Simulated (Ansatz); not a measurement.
The same path of H2O + H6OSi2 (12 atoms, charge 0, multiplicity 1) was run twice with different band settings. Lost on the way: Si1–O2, O10–H12. Made: Si1–O10, O2–H12.

Method: Ansatz 0.2.0, RKS revPBE-D4/def2-SVP.

Relaxed end points:

```xyz
12
Properties=species:S:1:pos:R:3
Si -0.142 0.180 0.109
O -0.323 -0.401 1.698
Si -1.456 -0.250 2.938
H -2.527 -1.299 2.790
H -0.737 -0.456 4.240
H -2.093 1.114 2.909
H 1.283 0.562 -0.132
H -1.012 1.408 -0.008
H -0.633 -0.831 -0.885
O 1.500 -2.260 0.687
H 0.806 -2.899 0.435
H 1.093 -1.822 1.463
```

```xyz
12
Properties=species:S:1:pos:R:3
Si 0.204 -0.477 -0.665
O 0.264 0.068 2.715
Si -1.248 -0.281 3.356
H -2.292 -0.498 2.281
H -1.246 -1.526 4.217
H -1.652 0.894 4.198
H 1.171 0.658 -0.544
H -1.211 -0.004 -0.479
H 0.324 -1.133 -2.016
O 0.662 -1.587 0.553
H 0.194 -2.441 0.533
H 0.589 -0.626 2.094
```

Common settings: spring 5.0 eV/Å²; optimiser quadratic models (default); start path through a guess of the saddle point; force threshold 0.03 eV/Å; iteration limit 60; end points relaxed.

| run | movable images | climbing image |
| --- | --- | --- |
| 1 | 5 | yes |
| 2 | 2 | no |

(1) What does each run give, and how far can it be trusted?

Answers

(1) Run 1: converged after 28 iterations, highest image 0.987 eV above the first end. A vibrational analysis at the climbing image gives one clearly imaginary mode, 625i cm⁻¹: a first-order saddle point.
Run 2: converged after 18 iterations, highest image 0.313 eV above the first end. No image climbed, so the highest image needn't sit at the top of the path. A band with more images between the same ends climbed to 0.99 eV, so this one has probably stepped over the top. So few images can step over the top or miss a turn of the path.
The orbitals stay closed-shell, which can raise the energy where a bond breaks towards radicals; this wasn't checked here.
